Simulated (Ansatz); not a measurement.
```yaml
crystal:
  periodic: [false, false, false]
  atoms:
    - {symbol: Si, position_ang: [-0.754887, 0.820513, -1.278457]}
    - {symbol: Se, position_ang: [1.367826, 0.708894, -0.472323]}
    - {symbol: Ge, position_ang: [0.847253, -0.801662, 1.261183]}
    - {symbol: H, position_ang: [-1.226756, -0.517818, -1.718716]}
    - {symbol: H, position_ang: [-0.718402, 1.749371, -2.434148]}
    - {symbol: H, position_ang: [-1.689694, 1.335012, -0.244475]}
    - {symbol: H, position_ang: [0.279276, -2.099036, 0.665964]}
    - {symbol: H, position_ang: [2.166349, -1.072089, 1.994083]}
    - {symbol: H, position_ang: [-0.182566, -0.169484, 2.209789]}
basis:
  gaussian: {orbitals: def2-TZVP}
magnetization: {spin_polarized: true, initial_magnetization: 0}
hamiltonian: {xc: {name: CCSD(T)}}
scf: {lower_state_search: off}
output: {forces: true}
```

```sh
$ ansatz run in.yaml --threads 4 --pin off --events-out ev --progress --plain --max-ram 10444MiB
```

Output, abridged:

```
Error: YAML parse error: error: line 16 column 19: hamiltonian.xc: no functional is named "CCSD(T)"; the names, which are not case-sensitive, are SVWN5, SPW92, PBE, PBE0, PBEsol, revPBE, revPBE0, RPBE, rPW86-PBE, HSE06, wPBEh, LC-wPBE, HISS, HF, BLYP, B3LYP, B3LYP5, BHLYP, CAM-B3LYP, r2SCAN, r2SCANh, r2SCAN0, r2SCAN50, m-r2SCAN, B97, wB97, wB97X, wB97X-V, B97M-V, wB97M-V, B2PLYP, B2GP-PLYP, PBE0-DH, PBE-QIDH
14 |   gaussian: {orbitals: def2-TZVP}
15 | magnetization: {spin_polarized: true, initial_magnetization: 0}
16 | hamiltonian: {xc: {name: CCSD(T)}}
17 | scf: {lower_state_search: off}
18 | output: {forces: true}
```

(1) Something in this input is off. What?

Results:

(1) The method's name isn't one that the program takes here. The program refused the input.

HSE06 is defined as in plane-wave codes.
